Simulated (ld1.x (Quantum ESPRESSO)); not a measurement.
# u(r) = r·R(r): atom against pseudo-atom (chromium (Cr))

Columns: radius, all-electron u(r) and pseudo u(r) of the 3d shell (level -5.88 eV) of chromium in the configuration [Ar] 3d4 4s2 4p0; BLYP, scalar-relativistic, TM scheme, ld1.x (Quantum ESPRESSO) 7.5.

| r (bohr) | all-electron | pseudo |
| --- | --- | --- |
| 0.160 | 0.1354 | 0.0367 |
| 0.320 | 0.4384 | 0.2391 |
| 0.480 | 0.6803 | 0.5703 |
| 0.640 | 0.8115 | 0.8378 |
| 0.800 | 0.8517 | 0.9270 |
| 0.960 | 0.8349 | 0.8847 |
| 1.120 | 0.7882 | 0.8037 |
| 1.280 | 0.7287 | 0.7301 |
| 1.440 | 0.6653 | 0.6653 |
| 1.600 | 0.6031 | 0.6031 |
| 1.760 | 0.5444 | 0.5444 |
| 1.920 | 0.4902 | 0.4902 |
| 2.080 | 0.4406 | 0.4406 |
| 2.240 | 0.3958 | 0.3958 |
| 2.400 | 0.3553 | 0.3553 |
| 2.560 | 0.3189 | 0.3189 |
| 2.720 | 0.2862 | 0.2862 |
| 2.880 | 0.2569 | 0.2569 |
| 3.040 | 0.2305 | 0.2305 |
| 3.200 | 0.2069 | 0.2069 |
| 3.360 | 0.1856 | 0.1856 |
| 3.520 | 0.1666 | 0.1666 |
| 3.680 | 0.1495 | 0.1495 |
| 3.840 | 0.1342 | 0.1342 |
| 4.000 | 0.1205 | 0.1205 |
| 4.160 | 0.1082 | 0.1082 |

Task: How many radial nodes do the two functions have?

Result: The all-electron 3d function has n − l − 1 = 0; the pseudo-wave has 0.

Task: At about which radius was the pseudo-wave matched?

Result: 1.50 bohr, where the columns begin to agree (steps of 0.16 bohr).

Task: Is the pseudo-wave norm-conserving?

Result: Yes: the TM scheme keeps the norm inside the radius equal to the all-electron one, which fixes the energy derivative of the logarithmic derivative at the level.
